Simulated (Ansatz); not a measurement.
CH$_{9}$BOSi$_{2}$, SMILES `B[SiH2]OC[SiH3]` at its PBE0-D4/def2-TZVP geometry, where that method's forces vanish. Charge 0, multiplicity 1.

| atom | x (Å) | y (Å) | z (Å) |
| --- | --- | --- | --- |
| B1 | -1.425 | 1.742 | -1.596 |
| Si2 | -1.559 | -0.139 | -0.914 |
| O3 | -0.554 | -0.513 | 0.346 |
| C4 | 0.854 | -0.405 | 0.206 |
| Si5 | 1.662 | -0.766 | 1.875 |
| H6 | -2.219 | 2.117 | -2.410 |
| H7 | -0.584 | 2.523 | -1.259 |
| H8 | -1.264 | -1.034 | -2.080 |
| H9 | -2.931 | -0.436 | -0.424 |
| H10 | 1.228 | -1.111 | -0.549 |
| H11 | 1.144 | 0.600 | -0.133 |
| H12 | 1.313 | -2.138 | 2.323 |
| H13 | 1.197 | 0.218 | 2.886 |
| H14 | 3.139 | -0.657 | 1.726 |

For each bond, give half the difference of the two atoms' forces along it (eV/Å; positive pushes the atoms apart) under PBE-D4, r2SCAN-D4, B3LYP-D4, ωB97M-V in def2-TZVPP. (Best estimate.)

The calculation gave: 
```csv
bond,length (Å),PBE-D4,r2SCAN-D4,B3LYP-D4,ωB97M-V
B1–Si2,2.006,-0.24,-0.05,0.08,0.08
B1–H6,1.197,0.09,-0.02,-0.10,-0.11
B1–H7,1.196,0.11,-0.01,-0.10,-0.12
Si2–O3,1.654,0.31,-0.01,0.05,0.08
Si2–H8,1.500,0.08,0.00,-0.08,-0.15
Si2–H9,1.487,0.09,-0.01,-0.12,-0.17
O3–C4,1.419,0.25,0.33,0.31,0.28
C4–Si5,1.889,-0.02,-0.03,0.03,0.01
C4–H10,1.100,0.09,-0.05,-0.11,-0.11
C4–H11,1.100,0.09,-0.05,-0.11,-0.11
Si5–H12,1.485,0.07,-0.03,-0.08,-0.11
Si5–H13,1.485,0.07,-0.03,-0.07,-0.11
Si5–H14,1.489,0.06,-0.03,-0.07,-0.10
```

B3LYP here is the variant with VWN-RPA as its local correlation; programs differ in this.

Results of the Gaussian-basis code of Ansatz.
